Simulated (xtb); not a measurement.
Al(Cl)2(Et) (C₂H₅AlCl₂), SMILES [Cl][Al]([Cl])[CH2]C. All values are semi-empirical tight-binding results from xtb (GFN2-xTB unless named), good for trends rather than for accurate numbers. Coordinates come from a GFN2-xTB optimisation. The structure was generated by enumeration; whether it is a known compound was not checked. Other conformers were not sampled.

Optimised geometry:

Bonded distances (Å): Al1–Cl2 2.035, Al1–Cl3 2.036, Al1–C4 2.007, C4–C5 1.534, C4–H6 1.097, C4–H7 1.098, C5–H8 1.088, C5–H9 1.088, C5–H10 1.090. Angles (°): Cl2–Al1–Cl3 118.3, Cl2–Al1–C4 121.3, Cl3–Al1–C4 120.4, Al1–C4–C5 113.5, Al1–C4–H6 109.8, Al1–C4–H7 109.7, C5–C4–H6 109.4, C5–C4–H7 109.3, H6–C4–H7 104.7, C4–C5–H8 110.8, C4–C5–H9 110.8, C4–C5–H10 110.9, H8–C5–H9 107.7, H8–C5–H10 108.3, H9–C5–H10 108.3.
Charge 0, spin multiplicity 1.

For metal compounds this method's bond lengths and energies can be far off.

Computed properties:
```yaml
orbital_gap: 4.05 eV
zero_point_energy: 41.6 kcal/mol
G − E(el) at 298.15 K (modified RRHO): 20.4 kcal/mol
```

Computed atomic charges and the Wiberg bond orders between heavy atoms:
charges (e) Al1 0.34, Cl2 -0.17, Cl3 -0.17, C4 -0.15, C5 -0.10, H6 0.06, H7 0.06, H8 0.04, H9 0.04, H10 0.04. Bond orders Al1–Cl2 1.31, Al1–Cl3 1.31, Al1–C4 0.98, C4–C5 1.00.
